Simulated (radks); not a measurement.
Valence configurations of Fe II (all share [Ar]). All-electron calculation, Dirac Kohn-Sham, PBE, spin-unpolarised, spherical densities, finite nucleus; open shells fill j = l - 1/2 first; Fermi nuclear charge, rms radius 3.7377 fm. Program: a radial shooting solver on a logarithmic mesh with Libxc functionals. Energies are relative to 3d6 4s1; eigenvalues in eV.

3d6 4s1: E (eV) 0.000; e(3d3/2) -16.018; e(3d5/2) -15.864; e(4s1/2) -12.323
3d6 4p1: E (eV) 4.994; e(3d3/2) -17.399; e(3d5/2) -17.244; e(4p1/2) -8.118
3d5 4s1 4p1: E (eV) 10.926; e(3d3/2) -22.943; e(3d5/2) -22.771; e(4p1/2) -9.226; e(4s1/2) -14.829
3d5 4s2: E (eV) 5.381; e(3d3/2) -21.593; e(3d5/2) -21.422; e(4s1/2) -14.046
3d7: E (eV) -2.013; e(3d3/2) -11.553; e(3d5/2) -11.414
3d5 4p2: E (eV) 16.583; e(3d3/2) -24.226; e(3d5/2) -24.052; e(4p1/2) -9.841
3d5.5 4s1 4p0.5: E (eV) 4.828; e(3d3/2) -19.373; e(3d5/2) -19.210; e(4p1/2) -8.325; e(4s1/2) -13.590
3d4 4s1 4p2: E (eV) 27.383; e(3d3/2) -30.630; e(4p1/2) -10.938; e(4s1/2) -17.210
3d5.5 4s0.5 4p1: E (eV) 7.476; e(3d3/2) -20.048; e(3d5/2) -19.885; e(4p1/2) -8.664; e(4s1/2) -13.990
3d6 4s0.5 4p0.5: E (eV) 2.481; e(3d3/2) -16.718; e(3d5/2) -16.563; e(4p1/2) -7.762; e(4s1/2) -12.757

NIST lists [Ar] 3d6 4s1 as the ground configuration; this level of theory puts 3d7 lower, by 2.013 eV. The energies are those of spherical spin-averaged densities, not of single terms.
